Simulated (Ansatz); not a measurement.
Geometry optimisation, RKS PBE0/def2-SVP (Ansatz).

Input file:

```yaml
crystal:
  periodic: [false, false, false]
  atoms:
    - { symbol: B, position_ang: [0.0, 0.0, 0.0] }
    - { symbol: C, position_ang: [0.0, 0.0, 1.6] }
    - { symbol: H, position_ang: [-0.9996, -0.3092, 1.9705] }
    - { symbol: H, position_ang: [0.7676, -0.7111, 1.9705] }
    - { symbol: H, position_ang: [0.232, 1.0203, 1.9705] }
    - { symbol: C, position_ang: [1.3856, 0.0, -0.8] }
    - { symbol: H, position_ang: [1.7152, -1.0462, -0.9702] }
    - { symbol: H, position_ang: [1.2491, 0.508, -1.7774] }
    - { symbol: H, position_ang: [2.1552, 0.5381, -0.2082] }
    - { symbol: C, position_ang: [-1.3856, 0.0, -0.8] }
    - { symbol: H, position_ang: [-1.9458, -0.9305, -0.5708] }
    - { symbol: H, position_ang: [-1.9898, 0.8797, -0.4946] }
    - { symbol: H, position_ang: [-1.1839, 0.0508, -1.8903] }
basis:
  gaussian: { orbitals: def2-SVP }
hamiltonian:
  xc: pbe0
relax:
  f_tol: 0.02
  max_steps: 40
```

Launched with:

```bash
$ ansatz run input.yaml --threads 4 --pin off --max-ram 5120MiB --backend cpu --events-out ev --progress --plain --runs-dir out
```

**Question.** Where does it end, and by what steps?

**Answer.** The run converged. The force dipped under the threshold on the way, but the program's further checks kept it going. After 9 steps the energy has fallen by 0.117 eV; H9 moved furthest, 0.28 Å.

```tsv
step	energy less start (eV)	largest force component (eV/Å)	accepted
0	0.0000	0.891	yes
1	-0.0974	0.376	yes
2	-0.1135	0.132	yes
3	-0.1159	0.043	yes
4	-0.1165	0.013	yes
5	-0.1167	0.065	yes
6	-0.1168	0.029	yes
7	-0.1169	0.002	yes
8	-0.1170	0.006	yes
9	-0.1170	0.005	yes
```

```xyz
13
Properties=species:S:1:pos:R:3
B 0.004 0.001 -0.007
C -0.025 0.002 1.568
H -0.986 -0.284 2.022
H 0.784 -0.602 2.009
H 0.187 1.044 1.881
C 1.383 0.035 -0.766
H 1.547 -0.991 -1.153
H 1.364 0.680 -1.660
H 2.256 0.289 -0.147
C -1.350 -0.035 -0.812
H -1.914 -0.947 -0.544
H -1.996 0.800 -0.485
H -1.254 0.008 -1.907
```

Whether the end is a true minimum wasn't checked by a vibrational analysis.

Time of the run: 7 s on 4 threads of Intel(R) Xeon(R) 6975P-C (Granite Rapids) (shared host), peak memory 0.21 GiB.
